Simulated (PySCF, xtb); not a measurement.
CH6BeSSi, SMILES [S](C)[Be][SiH3].

GFN2-xTB run with xtb 6.7.1 at its own geometry gives an orbital gap of 3.10 eV and a dipole moment of 2.66 D.

Coordinates come from a B3LYP-D3(BJ)/def2-SVP optimisation. Other conformers were not sampled.

**Question.** What does M06-2X/def2-TZVP (PySCF) give? (The exact figures need the calculation; the answer reports its results.)

**Answer.** gap 7.51 eV (levels -8.32 and -0.81 eV), dipole 1.63 D.
